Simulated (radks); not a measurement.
Question: The mean radii <r> (bohr) of the occupied orbitals of an atom or ion are listed with their occupations. All-electron calculation, scalar-relativistic Kohn-Sham, PBE, spin-unpolarised, spherical densities, point nucleus. Program: a radial shooting solver on a logarithmic mesh with Libxc functionals.

| orbital | occ. | <r> |
|---|---|---|
| 1s | 2 | 0.02150 |
| 2s | 2 | 0.09149 |
| 2p | 6 | 0.08089 |
| 3s | 2 | 0.2393 |
| 3p | 6 | 0.2380 |
| 3d | 10 | 0.2165 |
| 4s | 2 | 0.5380 |
| 4p | 6 | 0.5680 |
| 4d | 10 | 0.6096 |
| 5s | 2 | 1.164 |
| 4f | 6 | 0.6998 |
| 5p | 1 | 1.272 |

Name the element and its charge.

Answer: Z = 65, terbium, charge +10: Tb10+ in [Kr] 4d10 4f6 5s2 5p1. The 1s radius gives Z: for a bare nucleus <r> = (2 gamma + 1)/(2Z) with gamma = sqrt(1 - (Z/c)^2), 0.02124 bohr for Z = 65, and screening makes it slightly larger (0.02150 here). The occupations add up to 55, and the charge is Z minus that.
